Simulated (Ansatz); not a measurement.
A CCSD(T) single point on CH7ClSi3 (`C[Si@@H]1[SiH2][Si@@H]1Cl`).

```yaml
crystal:
  periodic: [false, false, false]
  atoms:
    - {symbol: C, position_ang: [-1.719123, 0.818399, -0.717898]}
    - {symbol: Si, position_ang: [-0.171758, -0.231987, -0.812321]}
    - {symbol: Si, position_ang: [0.532345, -1.440688, 1.071912]}
    - {symbol: Si, position_ang: [1.784195, 0.361335, 0.295774]}
    - {symbol: Cl, position_ang: [1.821802, 2.070885, 1.451267]}
    - {symbol: H, position_ang: [-1.791835, 1.292424, 0.262318]}
    - {symbol: H, position_ang: [-1.692715, 1.602012, -1.477956]}
    - {symbol: H, position_ang: [-2.609410, 0.206058, -0.874480]}
    - {symbol: H, position_ang: [0.045963, -0.884888, -2.131818]}
    - {symbol: H, position_ang: [1.016575, -2.843405, 1.006530]}
    - {symbol: H, position_ang: [-0.244575, -1.159983, 2.307120]}
    - {symbol: H, position_ang: [3.105537, 0.154537, -0.346349]}
basis:
  gaussian: {orbitals: def2-TZVPP}
correlation: {method: ccsd_t}
```

```sh
$ ansatz run in.yaml --threads 4 --pin off --events-out ev --progress --plain --max-ram 10444MiB
```

Output of Ansatz, abridged:

```
Functional definition: HF
1696 factors; integrals over basis functions are off by at most 9.1e-4 eV
mean field evaluation 1: about -37230.3144 eV, gradient 2.8e1 eV
mean field evaluation 2: about -37230.7054 eV, gradient 2.8e1 eV
mean field evaluation 4: about -37233.5956 eV, gradient 3.6e0 eV
mean field evaluation 8: about -37233.6650 eV, gradient 1.6e-1 eV
mean field evaluation 16: about -37233.6652 eV, gradient 1.6e-6 eV
mean field -37233.66520711 eV, -1368.3119584764 hartree, gradient 1.6e-6 eV, S^2 0.000000; 0 other end points of the search recorded, 0 dependent functions left out
21 core orbitals not correlated: weight in the atoms' cores, before any rotation towards them, 1.000 or more for the frozen orbitals, at most 0.000 for the correlated occupied ones
reference -37233.66520711 eV, -1368.3119584764 hartree; 15, 15 occupied and 261, 261 virtual orbitals, 1696 factors
second order -19.74710698 eV of doubles, -0.00000000 eV of singles
cycle   1  -21.10858731 eV  change    -1.4e0 eV  update   1.1e-1
cycle   2  -21.70235575 eV  change   -5.9e-1 eV  update   3.2e-2
cycle   3  -21.78282254 eV  change   -8.0e-2 eV  update   1.4e-2
cycle   4  -21.77506069 eV  change    7.8e-3 eV  update   4.1e-3
cycle   5  -21.77298492 eV  change    2.1e-3 eV  update   1.6e-3
cycle   6  -21.77280502 eV  change    1.8e-4 eV  update   5.4e-4
cycle   7  -21.77275901 eV  change    4.6e-5 eV  update   1.8e-4
cycle   8  -21.77282174 eV  change   -6.3e-5 eV  update   7.4e-5
cycle   9  -21.77283649 eV  change   -1.5e-5 eV  update   3.0e-5
perturbative correction -0.96149785 eV, -0.0353343943 hartree
Total energy: -37256.39954145 eV, -1369.1474298535 hartree
```

Hardware: 4 threads of an Arm Neoverse V1 on a shared host. Wall time 4.2 min, peak host memory 8.7 GiB.

The correlation energy is -22.734 eV, 4.2 % of it from (T); the T1 diagnostic reads 0.0127.
